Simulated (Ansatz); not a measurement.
Ansatz (a quantum-chemistry and plane-wave program) input (PBE/def2-TZVPD):

Ansatz 0.2 input:
```yaml
crystal:
  periodic: [false, false, false]
  atoms:
    - {symbol: W, position_ang: [0.00337264, 0.00585587, -0.23953317]}
    - {symbol: Cl, position_ang: [2.14739496, 0.01666381, 0.55239464]}
    - {symbol: Cl, position_ang: [-2.16207586, -0.04215404, 0.49027918]}
basis:
  gaussian:
    orbitals: def2-TZVPD
hamiltonian:
  xc: {name: PBE}
magnetization: {spin_polarized: true, initial_magnetization: 4}
output: {forces: true}
```

End of the output:

```
integrals: 0.06 GiB planned
906 factors; their error is unknown
mean field: 0.51 GiB planned
mean field evaluation 1: about -26862.0273 eV, gradient 1.5e1 eV
mean field evaluation 2: about -26861.0559 eV, gradient 2.1e1 eV
mean field evaluation 4: about -26863.3401 eV, gradient 2.6e0 eV
mean field evaluation 8: about -26863.3741 eV, gradient 5.0e-2 eV
mean field evaluation 16: about -26863.3622 eV, gradient 3.8e-5 eV
mean field evaluation 32: about -26862.9393 eV, gradient 6.3e-6 eV
mean field evaluation 64: about -26862.0520 eV, gradient 7.5e-1 eV
mean field -26863.36218008 eV, -987.2103514771 hartree, gradient 8.3e-6 eV, S^2 6.018500; 10 other end points of the search recorded, 0 dependent functions left out
the calculation of the forces begins
reference -26863.36224125 eV, -987.2103537249 hartree; 26, 22 occupied and 109, 113 virtual orbitals, 906 factors
Total energy: -26863.36224125 eV, -987.2103537249 hartree
Atom 0 at     0.003373     0.005856    -0.239533 Å, force    -0.001979    -0.003437     0.140574 eV/Å
Atom 1 at     2.147395     0.016664     0.552395 Å, force    -0.213515    -0.001209    -0.073379 eV/Å
Atom 2 at    -2.162076    -0.042154     0.490279 Å, force     0.215494     0.004646    -0.067195 eV/Å
Dipole moment:     0.003998     0.006941    -0.283922 e Å
```

The spin state was set by rule; other spins were not relaxed.
